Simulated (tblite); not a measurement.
Compound: C6H4FO (doublet state).
InChI=1S/C6H4FO/c7-5-1-3-6(8)4-2-5/h1-4H

The geometry is computed with GFN2-xTB (gas phase). This method treats the open shell by occupation alone, without spin polarisation.

Masses are those of the commonest isotopes; rigid-rotor values at the optimised geometry. 

Question: Give the principal moments of inertia and the rotational constants in MHz.

Answer: Ia = 91.06, Ib = 329.10, Ic = 420.16 u·Å²; 505379 MHz·u·Å²/I gives A = 5550, B = 1536, C = 1203 MHz.

Question: What kind of rotor is it?

Answer: An asymmetric top. Ray's parameter κ = (2B − A − C)/(A − C) = -0.847; −1 is the prolate and +1 the oblate limit.

Question: Is it planar, by Δ = Ic − Ia − Ib?

Answer: Planar: Δ = Ic − Ia − Ib = 0.00 u·Å². For a rigid frame Δ = −2 Σ m c², so it vanishes when all atoms lie in the ab plane; here none is more than 0.01 Å from it.

Question: Where do the levels up to J = 3 lie, in MHz?

Answer: Above 0(0,0):
J = 1: 1(0,1) 2738, 1(1,1) 6753, 1(1,0) 7086
J = 2: 2(0,2) 8196, 2(1,2) 11897, 2(1,1) 12896, 2(2,1) 24939, 2(2,0) 24959
J = 3: 3(0,3) 16332, 3(1,3) 19601, 3(1,2) 21597, 3(2,2) 33155, 3(2,1) 33253, 3(3,1) 54072, 3(3,0) 54072
The levels of one J sum to (2J + 1)J(J + 1)(A + B + C)/3.

Question: Estimate the classical rotational partition function at 50 K, 100 K and 298.15 K.

Answer: Point group C2v, symmetry number σ = 2; q = (√π/σ)·√((kT/h)³/(ABC)), k/h = 20836.6 MHz/K: 9310 at 50 K, 26300 at 100 K, 136000 at 298.15 K.

For this open shell read J as N, the rotation without spin; fine and hyperfine splittings come on top. Its GFN2-xTB frequencies are all real (lowest 113 cm⁻¹). Constants of a rigid frame at the computed geometry: no zero-point averaging, no centrifugal distortion.
